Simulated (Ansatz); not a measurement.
Consider the redistribution: `[SH][Mg][SH]` + `[OH][GeH]([Cl])[Cl]` → `[OH][Mg][SH]` + `[SH][GeH]([Cl])[Cl]`.

Gas-phase electronic energies from Ansatz, PBE0-D4/def2-TZVP geometries. CCSD(T)/CBS adds triple-zeta CCSD(T) − MP2 to the extrapolated MP2 energy (def2 sets, frozen cores). Functionals use def2-TZVPP. For Ge, Mg outer-core shells are correlated without core-valence functions, which leaves a few kJ/mol of doubt a bond. Scalar relativity is left out up to krypton. Each species was taken in one conformer, which may not be the lowest.

`[SH][Mg][SH]`:

Cartesian coordinates in Å:
```
S 0.238 -2.300 0.139
Mg -0.266 -0.075 0.243
S -0.793 2.144 0.369
H 0.322 -2.278 -1.204
H 0.499 2.508 0.453
```

`[OH][GeH]([Cl])[Cl]`:

Cartesian coordinates in Å:
```
O -0.289 1.354 0.416
Ge 0.353 -0.183 -0.126
Cl -0.691 -0.823 -1.877
Cl 0.018 -1.671 1.372
H -1.228 1.328 0.620
H 1.838 -0.005 -0.405
```

`[OH][Mg][SH]`:

Cartesian coordinates in Å:
```
O -1.576 -0.174 -0.887
Mg -0.020 -0.247 -0.075
S 2.035 -0.349 0.917
H -2.498 -0.205 -1.101
H 2.060 0.976 1.146
```

`[SH][GeH]([Cl])[Cl]`:

```xyz
6

S    -0.201    1.580    0.826
Ge   -0.183   -0.362   -0.202
Cl   -1.919   -1.390    0.492
Cl    1.550   -1.497    0.342
H     0.966    1.956    0.273
H    -0.214   -0.287   -1.730
```

CCSD(T)/CBS gives +0.05 eV.

**Question.** Another level gave +0.11 eV. Which?
A. B97M-V/def2-TZVPP
B. MP2/def2-TZVPP
C. ωB97X-V/def2-TZVPP
D. HF/def2-TZVPP

**Answer.** C. ωB97X-V 0.11, MP2/def2-TZVPP 0.06, HF/def2-TZVPP 0.23, B97M-V 0.16 eV.

Largest T1 diagnostic among the species: 0.010.

In def2-TZVPP, CCSD(T) changes the Hartree–Fock value by −0.11 eV (the triples alone add +0.00 eV) and MP2 by −0.16 eV. At CCSD(T), def2-SVP lies +0.07 eV from the extrapolated value and def2-TZVPP +0.07 eV. The D4 term adds −0.04 eV with B3LYP and −0.02 eV with PBE0; it sums over pairs of atoms, weighted by their polarisabilities, and B3LYP, whose exchange is more repulsive, gets the larger term.

B3LYP here is the variant with VWN-RPA as its local correlation; programs differ in this.
